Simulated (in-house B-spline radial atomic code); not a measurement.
Checks on a self-consistent run for Pd VII (Pd6+), [Kr] (4d3/2)3 (8p1/2)1. Level of theory: Dirac-Hartree-Fock, average of the jj configuration, Fermi nucleus of rms radius 4.5318 fm; calculated with a B-spline radial code for spherical atoms.

| orbital | q | ε (Eh) | <1/r> | <r²> | small-component weight |
| --- | --- | --- | --- | --- | --- |
| 1s1/2 | 2 | -904.53629 | 48.2399 | 0.00137054 | 0.02835 |
| 2s1/2 | 2 | -138.93712 | 11.1129 | 0.0224272 | 0.0059384 |
| 2p1/2 | 2 | -128.80683 | 11.0542 | 0.0168823 | 0.0059144 |
| 2p3/2 | 4 | -122.88626 | 10.4233 | 0.0181963 | 0.0056895 |
| 3s1/2 | 2 | -29.96416 | 3.88985 | 0.162091 | 0.0016704 |
| 3p1/2 | 2 | -25.92059 | 3.78651 | 0.158311 | 0.0016087 |
| 3p3/2 | 4 | -24.84408 | 3.63597 | 0.16695 | 0.0015501 |
| 3d3/2 | 4 | -17.76409 | 3.45458 | 0.14899 | 0.0014231 |
| 3d5/2 | 6 | -17.49759 | 3.40973 | 0.152068 | 0.0014009 |
| 4s1/2 | 2 | -7.94277 | 1.49883 | 0.939344 | 0.00042512 |
| 4p1/2 | 2 | -6.62506 | 1.39967 | 1.05296 | 0.00038205 |
| 4p3/2 | 4 | -6.24718 | 1.36 | 1.09937 | 0.00036939 |
| 4d3/2 | 3 | -4.27149 | 1.15757 | 1.45695 | 0.00028308 |
| 8p1/2 | 1 | -0.61461 | 0.164579 | 79.5419 | 2.0836e-05 |

Electron-electron repulsion V_ee = 1741.3626 hartree.

Problem. What total energy follows from the eigenvalues?

Solution. The eigenvalues count the repulsion twice, so E = Σqε - V_ee = -3290.847 - 1741.363 = -5032.209 hartree; the run printed -5032.209.

Problem. Does the Dirac virial theorem hold?

Solution. For a point nucleus E = -2c²Σq·w, with w the small-component weight. Here Σq·w = 0.13398 and c = 137.0360, so the ratio E/(-2c²Σq·w) is 1.000036; the finite nucleus accounts for the departure from 1.

Problem. What diamagnetic shielding (Lamb formula) and susceptibility (Langevin formula) do the radii give?

Solution. σ = (α²/3)Σq<1/r> = 261.555/(3·137.036²) = 4642.7 ppm, and χ = -0.79199×10⁻⁶·Σq<r²> = -75.45×10⁻⁶ cm³/mol with Σq<r²> = 95.266 bohr². Both are non-relativistic formulas without the paramagnetism of open shells.
